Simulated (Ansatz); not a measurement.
Ni₂O₂⁻. The state is a doublet with charge -1. Geometry PBE0-D4/def2-SVPD.

```xyz
4

Ni    0.272   -0.841   -0.619
Ni   -0.300    0.926    0.682
O    -1.205    0.107   -0.771
O     1.232   -0.193    0.708
```

At HF/def2-TZVPD, PBE-D4/def2-SVPD, r2SCANh-D4/def2-TZVPD, PBE0-D4/def2-TZVPD and others the charge -1 doublet is spin-contaminated (final ⟨S²⟩ up to 2.77, 0.75 for a pure state). At PBE-D4/def2-SVPD, r2SCANh-D4/def2-TZVPD the highest occupied level of the charge -1 doublet lies above zero (up to 0.75 eV). It is a level of β spin, whose loss leaves a triplet; that state wasn't run at this geometry and level. The electron is either unbound and held by the finite basis, or the level is raised by self-interaction error. The geometry of the doublet was relaxed on an unsound state (⟨S²⟩ 1.96, where a pure state has 0.75). Another isomer (doublet) lies 0.04 eV lower at PBE0-D4/def2-TZVPD.

Q: Estimate the α-spin orbital energies around the gap (eV) in Ansatz with HF/def2-TZVPD, PBE-D4/def2-SVPD, r2SCANh-D4/def2-TZVPD, PBE0-D4/def2-TZVPD, ωB97M-V/def2-TZVPD.

A: 
| orbital | HF/def2-TZVPD | PBE-D4/def2-SVPD | r2SCANh-D4/def2-TZVPD | PBE0-D4/def2-TZVPD | ωB97M-V/def2-TZVPD |
| --- | --- | --- | --- | --- | --- |
| HOMO−5 | -6.74 | -0.02 | -1.84 | -2.58 | -5.03 |
| HOMO−4 | -6.44 | 0.14 | -0.94 | -1.48 | -3.78 |
| HOMO−3 | -6.35 | 0.49 | -0.61 | -1.09 | -3.53 |
| HOMO−2 | -5.55 | 0.56 | -0.61 | -1.01 | -3.42 |
| HOMO−1 | -5.40 | 0.58 | -0.34 | -0.69 | -3.02 |
| HOMO | -1.20 | 0.63 | 0.29 | -0.16 | -2.53 |
| LUMO | 3.78 | 1.67 | 2.20 | 2.60 | 3.94 |
| LUMO+1 | 5.20 | 1.78 | 3.08 | 3.32 | 4.27 |
| LUMO+2 | 5.32 | 2.82 | 3.41 | 4.28 | 5.00 |
| LUMO+3 | 5.74 | 3.82 | 4.17 | 4.34 | 5.19 |
| LUMO+4 | 5.76 | 4.19 | 4.55 | 4.61 | 5.21 |
| LUMO+5 | 5.98 | 4.50 | 4.82 | 4.89 | 5.68 |
| β HOMO | -5.58 | 0.75 | -0.48 | -0.96 | -3.28 |
| β LUMO | 3.97 | 1.46 | 2.23 | 2.54 | 3.85 |
